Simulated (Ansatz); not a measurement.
Coupled-cluster diagnostics for closo-2-NB4 (H on N) (B4NH5), Ansatz.

Geometry of the singlet (r2SCAN-D4/def2-SVP):

Cartesian coordinates in Å:
```
B 0.088 -0.958 0.553
B -0.468 0.631 1.017
B 0.544 -0.658 -0.960
B 0.913 0.601 0.192
N -0.611 0.218 -0.455
H -1.401 0.500 -1.042
H -0.375 -1.846 1.205
H -1.303 1.083 1.737
H 0.832 -0.915 -2.088
H 1.780 1.344 -0.160
```

Correlated methods freeze 5 core orbitals. Another isomer (singlet) lies 2.15 eV lower at PBE0-D4/def2-TZVP; other spin states weren't run for this one.

**Question.** Estimate the CCSD(T) correlation energy, the shares of MP2 and (T), T1 and the reference's ⟨S²⟩ for: charge 0, singlet, own geometry in def2-TZVP; and the rough time on 2 threads of Arm Neoverse V2 on a shared host.

**Answer.** 
| state | basis | correlation (eV) | MP2 share (%) | (T) share (%) | T1 | ⟨S²⟩ (pure) | wall time |
| --- | --- | --- | --- | --- | --- | --- | --- |
| charge 0, singlet, own geometry | def2-TZVP | -19.162 | 91.3 | 5.1 | 0.013 | 0.00 (0.00) | 47 s |
Customary marks for T1 are 0.02 (closed shells), 0.045 (open shells) and about 0.05 (3d metals). T1 stays under 0.02 throughout.
